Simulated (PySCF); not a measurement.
HO₄S, charge -1, multiplicity 1. Atoms are numbered in the order given.

```xyz
6

O     -0.8159     0.3626    -1.2401
S     -0.1409    -0.0562     0.0000
O      0.3644    -1.4529     0.0000
O     -0.8159     0.3626     1.2401
O      1.3029     0.8240     0.0000
H      1.9701     0.1288     0.0000
```
Charge -1, spin multiplicity 1.

Coordinates come from a PBE0-D3(BJ)/def2-SVPD optimisation. The spin state was assumed, not searched. The isomer is the one that the SMILES or the coordinates give; other isomers of the formula were not compared. The values are those of a single conformer.

The numbers are results of M06-2X/def2-SVPD in PySCF, not measurements.

Mulliken values depend strongly on the basis, most of all with diffuse functions as here. Atomic charges (e):

| atom | meta-Löwdin | Mulliken |
|---|---|---|
| O1 | -0.89 | -0.81 |
| S2 | 2.13 | 1.82 |
| O3 | -0.93 | -0.84 |
| O4 | -0.89 | -0.81 |
| O5 | -0.74 | -0.66 |
| H6 | 0.33 | 0.30 |
